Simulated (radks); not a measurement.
Values are calculated unless marked as measured or tabulated.
Spin polarisation of the 4f1 shell in Ce. Start: [Xe] 4f(up 0.5, down 0.5) 5d(up 0.5, down 0.5) 6s2; electrons of 4f are moved from spin down to spin up, other shells keep equal spins. Code: a radial shooting solver on a logarithmic mesh with Libxc functionals. Model: scalar-relativistic Kohn-Sham, LDA (Slater exchange, Perdew-Wang correlation), spin-polarised, spherical densities, finite nucleus; Fermi nuclear charge, rms radius of each element as measured or else 0.836 A^(1/3) + 0.57 fm.

moment (Bohr magnetons)  E - E(0) (eV)  e(4f up) (eV)  e(4f down) (eV)  5d down minus up (eV)  6s down minus up (eV)
0                                0.000         -5.615           -5.615                  0.000                  0.000
0.25                            -0.010         -5.693           -5.534                  0.033                  0.011
0.5                             -0.040         -5.767           -5.450                  0.066                  0.021
0.75                            -0.089         -5.839           -5.363                  0.100                  0.032
1                               -0.159         -5.907           -5.273                  0.133                  0.043

At moment 1 the spin-polarisation energy is -0.159 eV and the 4f exchange splitting 0.634 eV, that is 0.634 eV per Bohr magneton; E = -I m^2/4 would give I = 0.634 eV.
